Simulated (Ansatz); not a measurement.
Basis-set extrapolation for `ClC1C[CH2][AlH][O]1` (PBE0-D4/def2-TZVP geometry, frozen core, Ansatz 0.2.0). Multiplicity 1, RHF reference.

```csv
,def2-TZVPP,def2-QZVPP
HF,-893.512613,-893.541426
MP2 correlation,-1.006982,-1.083481
CCSD(T) correlation,-1.099033,not run
```

Energies in hartree. Use E(X) = E(∞) + A·exp(−7.88·√X) for Hartree–Fock and E(X) = E(∞) + B·X^(−2.97) for correlation, with X = 3 and 4, and add CCSD(T) minus MP2 of the smaller set to the MP2 limit.

Question: What is the CCSD(T) energy at the basis-set limit?

Answer: HF limit: -893.541426 + (-0.028813) × 0.13774 = -893.54539. MP2 limit: -1.083481 + (-0.076499) × 0.74074 = -1.14015. Higher-order term: -1.099033 − (-1.006982) = -0.09205. Total: -894.77759 hartree, 4.52 eV below CCSD(T)/def2-TZVPP.
